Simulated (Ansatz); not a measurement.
Program: Ansatz. Geometries: PBE0-D4/def2-TZVP. ΔE: electronic, gas phase. CBS: MP2 limit from def2 TZ/QZ plus the TZ coupled-cluster correction, frozen cores. This one scheme is used for every species. Functionals use def2-TZVPP. B3LYP here is the variant with VWN-RPA as its local correlation; programs differ in this. Triplets are unrestricted, without spin–orbit coupling. Elements past krypton have def2 core potentials. For Sn outer-core shells are correlated without core-valence functions, which leaves a few kJ/mol of doubt a bond. One conformer a species, not always the lowest.

`[CH3][SnH2][CH]=O` → `O=[CH][SnH3]` + `[CH2]` (triplet)  (formal loss of a carbene)

```json
{"level": "PBE-D4", "ΔE (kcal/mol)": "111.9", "difference from CCSD(T)/CBS": "-0.5"}
{"level": "r2SCAN-D4", "ΔE (kcal/mol)": "105.2", "difference from CCSD(T)/CBS": "-7.2"}
{"level": "PBE0-D4", "ΔE (kcal/mol)": "109.8", "difference from CCSD(T)/CBS": "-2.6"}
{"level": "B3LYP-D4", "ΔE (kcal/mol)": "108.8", "difference from CCSD(T)/CBS": "-3.6"}
{"level": "ωB97X-V", "ΔE (kcal/mol)": "112.9", "difference from CCSD(T)/CBS": "0.5"}
{"level": "ωB97M-V", "ΔE (kcal/mol)": "111.3", "difference from CCSD(T)/CBS": "-1.1"}
{"level": "B2PLYP", "ΔE (kcal/mol)": "108.8", "difference from CCSD(T)/CBS": "-3.6"}
{"level": "PBE", "ΔE (kcal/mol)": "110.4", "difference from CCSD(T)/CBS": "-2.0"}
{"level": "r2SCAN", "ΔE (kcal/mol)": "104.8", "difference from CCSD(T)/CBS": "-7.6"}
{"level": "PBE0", "ΔE (kcal/mol)": "108.5", "difference from CCSD(T)/CBS": "-3.9"}
{"level": "B3LYP", "ΔE (kcal/mol)": "106.5", "difference from CCSD(T)/CBS": "-5.9"}
{"level": "HF/def2-TZVPP", "ΔE (kcal/mol)": "74.5", "difference from CCSD(T)/CBS": "-37.9"}
{"level": "MP2/def2-TZVPP", "ΔE (kcal/mol)": "112.9", "difference from CCSD(T)/CBS": "0.5"}
{"level": "SCS-MP2/def2-TZVPP", "ΔE (kcal/mol)": "112.3", "difference from CCSD(T)/CBS": "-0.1"}
{"level": "CCSD/def2-TZVPP", "ΔE (kcal/mol)": "105.8", "difference from CCSD(T)/CBS": "-6.6"}
{"level": "CCSD(T)/def2-TZVPP", "ΔE (kcal/mol)": "108.7", "difference from CCSD(T)/CBS": "-3.7"}
{"level": "HF/def2-QZVPP", "ΔE (kcal/mol)": "74.6", "difference from CCSD(T)/CBS": "-37.8"}
{"level": "MP2/def2-QZVPP", "ΔE (kcal/mol)": "115.0", "difference from CCSD(T)/CBS": "2.6"}
{"level": "SCS-MP2/def2-QZVPP", "ΔE (kcal/mol)": "114.7", "difference from CCSD(T)/CBS": "2.3"}
{"level": "HF/CBS(def2)", "ΔE (kcal/mol)": "74.6", "difference from CCSD(T)/CBS": "-37.8"}
{"level": "MP2/CBS(def2)", "ΔE (kcal/mol)": "116.6", "difference from CCSD(T)/CBS": "4.2"}
{"level": "CCSD/CBS(def2)", "ΔE (kcal/mol)": "109.5", "difference from CCSD(T)/CBS": "-2.9"}
{"level": "CCSD(T)/CBS", "ΔE (kcal/mol)": "112.4", "difference from CCSD(T)/CBS": "0"}
```

Largest T1 diagnostic among the species: 0.016.

From PBE to PBE0 (25 % exact exchange), in def2-TZVPP and without D4, ΔE moves by −1.9 kcal/mol. The D4 term adds +2.3 kcal/mol with B3LYP and +1.3 kcal/mol with PBE0; it sums over pairs of atoms, weighted by their polarisabilities, and B3LYP, whose exchange is more repulsive, gets the larger term. In def2-TZVPP, CCSD(T) changes the Hartree–Fock value by +34.2 kcal/mol (the triples alone add +2.9 kcal/mol) and MP2 by +38.3 kcal/mol.
